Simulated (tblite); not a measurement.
Compound: C5H5OP.
Z-matrix (Å and degrees, GFN2-xTB geometry), rows numbered from 1:
```
C 
P   1  1.6661
C   2  1.8038  1  101.56
C   3  1.3746  2  128.59  1  -179.82
C   4  1.4101  3  106.33  2  -179.96
C   5  1.3629  4  105.77  3     0.01
O   6  1.3377  5  111.00  4    -0.01
H   1  1.0764  2  123.85  3    -0.01
H   1  1.0766  2  119.22  3  -180.00
H   4  1.0711  3  126.14  2     0.08
H   5  1.0709  4  127.31  3   179.99
H   6  1.0727  5  131.83  4  -179.99
```

Method: GFN2-xTB as coded in tblite; computed harmonic values from a numerical Hessian at the method's own geometry, unscaled. The method is semi-empirical: single wavenumbers can be off by several per cent or more. One conformer, not necessarily the lowest.

Harmonic wavenumbers (cm⁻¹): 51.2, 173.3, 177.3, 329.7, 461.7, 550.7, 584.9, 639.0, 750.5, 770.0, 820.3, 848.5, 855.8, 859.9, 906.4, 1036.8, 1083.9, 1088.2, 1122.6, 1183.6, 1212.5, 1366.8, 1384.8, 1414.5, 1538.3, 3087.4, 3123.6, 3160.2, 3176.9, 3187.0.

A = 6320, B = 1611, C = 1284 MHz; mass 112.008 u (most abundant isotopes); point group Cs, symmetry number 1.

Q: Zero-point energy?

A: Half the sum of the wavenumbers: 18473 cm⁻¹ = 52.82 kcal/mol.

Q: What is S at 298.15 K and 1 bar for an ideal gas of classical rigid rotors and harmonic oscillators?

A: Translation 40.08, rotation 27.60, vibration 14.69: S = 82.4 cal/(mol K).

Q: And Cp and H(298.15 K) − H(0)?

A: Cp = 26.01 cal/(mol K), of which vibrations give 18.06 (their classical limit is 30 R = 59.6); H(298.15 K) − H(0) = 4.78 kcal/mol without the zero-point energy, 2.41 from vibrations.

Q: What must be added to the electronic energy to get the Gibbs energy at 298.15 K and 1 bar?

A: ZPE + [H(298.15 K) − H(0)] − T·S = 52.82 + 4.78 − 24.56 = 33.04 kcal/mol.

Q: How do the functions run with temperature in this model?

A: 
```csv
T (K),S (cal/(mol K)),Cp (cal/(mol K)),H − H(0) (kcal/mol),G − H(0) (kcal/mol),ln q(vib)
100,63.0,12.9,1.03,-5.27,0.83
200,73.6,18.7,2.59,-12.12,2.04
300,82.5,26.1,4.83,-19.93,3.35
500,99.0,38.7,11.40,-38.12,6.24
800,119.8,49.1,24.74,-71.06,10.69
1000,131.2,53.3,35.01,-96.19,13.50
```

q(vib) and H(0) count from the zero-point level.

Q: Blend soft modes into free rotors: weight 1/[1 + (100 cm⁻¹/ν̃)⁴] for the oscillator and the rest for a rotor with moment μB/(μ + B), μ = h/(8π²ν), B = 10⁻⁴⁴ kg m². What vibrational entropy results?

A: 13.51 cal/(mol K) in place of 14.69, which changes −T·S at 298.15 K by +0.35 kcal/mol.

Q: Which modes carry the vibrational entropy at 298.15 K?

A: 51.2 cm⁻¹: 4.77; 173.3 cm⁻¹: 2.40; 177.3 cm⁻¹: 2.36; 329.7 cm⁻¹: 1.26; 461.7 cm⁻¹: 0.76; 550.7 cm⁻¹: 0.54 cal/(mol K); the other 24 give 2.60 together.

Hindered rotation and anharmonicity are outside this model. Other conformers, if any are populated, would add a mixing term that is left out.

Run on one thread, Arm Neoverse V1, shared host. This covers the Hessian and the dipole derivatives.
